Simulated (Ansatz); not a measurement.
Born–Oppenheimer molecular dynamics of ClF$_{2}$H$_{3}$OSiTi (9 atoms, charge 0, multiplicity 1). It starts from a relaxed structure.

Computed with Ansatz, RKS B3LYP-D4/def2-SVP.

| Property | Result |
| --- | --- |
| ensemble | NVT, Langevin thermostat |
| time step | 1 fs |
| steps asked | 150 |
| set temperature | 300 K |
| friction | 0.001 /fs |
| seed | 293031 |

First frame:

```xyz
9
Properties=species:S:1:pos:R:3
Ti -0.132 -0.063 0.043
F -0.073 0.266 1.751
O 1.414 -0.699 -0.479
Si 2.818 -1.468 -1.009
H 2.439 -2.497 -2.014
H 3.710 -0.448 -1.620
H 3.480 -2.103 0.161
F -0.467 1.416 -0.813
Cl -1.699 -1.547 -0.379
```

Question: How far do the bonds stretch over the last three quarters of this one trajectory? (Pairs bonded in most of those frames.)

Answer: 
```json
{"bond": "Ti1–F2", "mean (Å)": "1.739", "spread (Å)": "0.022", "shortest": "1.71", "longest": "1.78"}
{"bond": "Ti1–O3", "mean (Å)": "1.754", "spread (Å)": "0.018", "shortest": "1.73", "longest": "1.78"}
{"bond": "Ti1–F8", "mean (Å)": "1.741", "spread (Å)": "0.013", "shortest": "1.71", "longest": "1.77"}
{"bond": "Ti1–Cl9", "mean (Å)": "2.190", "spread (Å)": "0.030", "shortest": "2.14", "longest": "2.23"}
{"bond": "O3–Si4", "mean (Å)": "1.684", "spread (Å)": "0.018", "shortest": "1.66", "longest": "1.73"}
{"bond": "Si4–H5", "mean (Å)": "1.489", "spread (Å)": "0.015", "shortest": "1.46", "longest": "1.52"}
{"bond": "Si4–H6", "mean (Å)": "1.494", "spread (Å)": "0.037", "shortest": "1.43", "longest": "1.55"}
{"bond": "Si4–H7", "mean (Å)": "1.488", "spread (Å)": "0.008", "shortest": "1.47", "longest": "1.51"}
```

Mean temperature of the second half: 146 K. The mean temperature of the second half is 51 % below the set value. A run of 0.15 ps of so small a system gives no equilibrium averages.

Time of the run: 7.2 min on 4 threads of Arm Neoverse V1, on a shared host, peak memory 0.35 GiB.
